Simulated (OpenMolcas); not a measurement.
Cu2+ (d9) in a complex was computed by CASSCF with the d shell active (OpenMolcas, ANO-RCC-VDZP on the metal). Its lowest spin-free states, and all those of the highest spin:

```json
{"2S+1": "2", "Degeneracy": "2", "E (cm-1)": "0.0"}
{"2S+1": "2", "Degeneracy": "3", "E (cm-1)": "2578"}
```

Task: Is the site octahedral, tetrahedral or cube-like, axial, or of lower symmetry?

Result: The states with 2S+1 = 2 have orbital degeneracies 2, 3. Threefold states need a cubic site. For d9 at this spin an octahedron puts the twofold E below the threefold T2 and a tetrahedron or cube puts the threefold T2 below the twofold E, so the site is octahedral. The first gap at this spin, 2580 cm-1, is |10Dq| in ligand-field theory. The run had Cu2+ with 6 ligands (bromide) in octahedral coordination (Oh) at 2.64 Å. A charge of +0.667 e stands 2.8 Å behind each ligand. Ligand basis ANO-RCC-VDZP.

An orbital doublet at a regular site is open to a Jahn-Teller distortion, which this geometry leaves out. Ligand-to-metal charge-transfer states are missing. With metal d orbitals alone and no dynamic correlation the field as a rule comes out too small, by tens of per cent, by up to half for chloride and softer ligands, and the orbital part of g and χT, which goes as 1/10Dq, too large. No measured value stands beside these numbers; the geometry was imposed, not optimised, and the real ion may take another.
